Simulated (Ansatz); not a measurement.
Input file for `F[SiH](F)[CH2][GeH3]`:

```yaml
crystal:
  periodic: [false, false, false]
  atoms:
    - {symbol: F, position_ang: [-2.929082, -0.180779, 0.010160]}
    - {symbol: Si, position_ang: [-1.449619, -0.269384, -0.567694]}
    - {symbol: F, position_ang: [-1.340469, 0.842947, -1.700603]}
    - {symbol: C, position_ang: [-0.216608, 0.067774, 0.749297]}
    - {symbol: Ge, position_ang: [1.643604, 0.180159, 0.118715]}
    - {symbol: H, position_ang: [-1.298622, -1.589387, -1.212584]}
    - {symbol: H, position_ang: [-0.273230, -0.730508, 1.496051]}
    - {symbol: H, position_ang: [-0.463000, 1.006508, 1.254342]}
    - {symbol: H, position_ang: [2.585735, 0.202156, 1.332453]}
    - {symbol: H, position_ang: [1.834779, 1.458666, -0.708336]}
    - {symbol: H, position_ang: [1.971914, -1.045153, -0.751198]}
basis:
  gaussian: {orbitals: def2-TZVPP}
correlation: {method: ccsd_t}
```

```sh
$ ansatz run in.yaml --threads 2 --pin off --events-out ev --progress --plain --max-ram 22528MiB --backend cuda --devices 0, --max-vram 18GiB
```

Log, shortened:

```
Functional definition: HF
1614 factors; integrals over basis functions are off by at most 1.0e-3 eV
mean field evaluation 1: about -70876.6085 eV, gradient 4.2e1 eV
mean field evaluation 2: about -70876.8014 eV, gradient 4.2e1 eV
mean field evaluation 4: about -70880.3914 eV, gradient 3.5e0 eV
mean field evaluation 8: about -70880.4472 eV, gradient 2.2e-1 eV
mean field -70880.44733495 eV, -2604.8083950666 hartree, gradient 1.5e-6 eV, S^2 0.000000; 0 other end points of the search recorded, 0 dependent functions left out
17 core orbitals not correlated: weight in the atoms' cores, before any rotation towards them, 1.000 or more for the frozen orbitals, at most 0.000 for the correlated occupied ones
reference -70880.44733495 eV, -2604.8083950666 hartree; 21, 21 occupied and 229, 229 virtual orbitals, 1614 factors
second order -28.77291589 eV of doubles, -0.00000000 eV of singles
cycle   1  -28.81831248 eV  change   -4.5e-2 eV  update   1.2e-1
cycle   2  -29.53485875 eV  change   -7.2e-1 eV  update   3.3e-2
cycle   3  -29.67017847 eV  change   -1.4e-1 eV  update   1.6e-2
cycle   4  -29.65266619 eV  change    1.8e-2 eV  update   3.4e-3
cycle   5  -29.65087588 eV  change    1.8e-3 eV  update   1.4e-3
cycle   6  -29.65146738 eV  change   -5.9e-4 eV  update   3.6e-4
cycle   7  -29.65127397 eV  change    1.9e-4 eV  update   1.3e-4
cycle   8  -29.65120922 eV  change    6.5e-5 eV  update   3.7e-5
cycle   9  -29.65121862 eV  change   -9.4e-6 eV  update   1.4e-5
perturbative correction -0.95063546 eV, -0.0349352086 hartree
Total energy: -70911.04918903 eV, -2605.9329924613 hartree
```

It took 7.5 s on 2 threads of an AMD EPYC 7R13 on a shared host and a share of an NVIDIA H100 80 GB, with 0.86 GiB of host memory at the peak.

MP2 recovers 94.0 % of the CCSD(T) correlation energy and the triples give 3.1 %; T1 = 0.0115.
